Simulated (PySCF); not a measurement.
Species: C₇H₈F₂.
SMILES: `FC(F)C1=C[C@H](C)C=C1`

Computed with PySCF 2.14.0, density-fitted response routines, TDDFT PBE0/def2-SVPD, vertical, gas phase, core orbitals frozen in the response. The structure is a single PBE0-D3(BJ)/def2-SVP conformer in the gas phase; no vibrational or solvent corrections. Torsions of this conformer, `[CH3:1][C@@H:2]1[CH:3]=[CH:4][C:5]([CH:6]([F:7])[F:8])=[CH:9]1`: C4–C5–C6–F7 171°.

```csv
state,λ (nm),E (eV),f,"main configurations (H = HOMO, L = LUMO)"
S1,248.4,4.99,0.053,H→L (98%)
S2,194.7,6.37,0.0062,"H→L+1 (59%), H-1→L (32%)"
S3,189.6,6.54,0.019,"H→L+2 (61%), H→L+1 (23%), H-1→L (8%)"
S4,175.9,7.05,0.089,"H→L+3 (35%), H→L+2 (20%), H-1→L (15%)"
S5,175.4,7.07,0.0048,H-2→L (85%)
S6,172.2,7.20,0.026,"H→L+4 (83%), H→L+3 (11%)"
```

The lowest singlet comes at 248 nm (482 kJ/mol) in the ultraviolet; it is of moderate strength; its leading configuration is HOMO→LUMO (98%). The most intense listed level is S4 at 7.05 eV (176 nm, f = 0.089), 2.06 eV above S1. Löwdin shares by element: HOMO carbon 84% or more (atoms not listed hold the other 16%); LUMO carbon 68% or more (atoms not listed hold the other 32%). The oscillator strengths of these states sum to 0.197; summed over the whole spectrum of an exact calculation they would give the number of electrons, 68 (Thomas–Reiche–Kuhn). Of the 6 states listed, 4 reach f = 0.01 and none stays under 0.0005. Weighted by f, the mean energy of these states is 6.45 eV. Singlets were solved by full linear response.
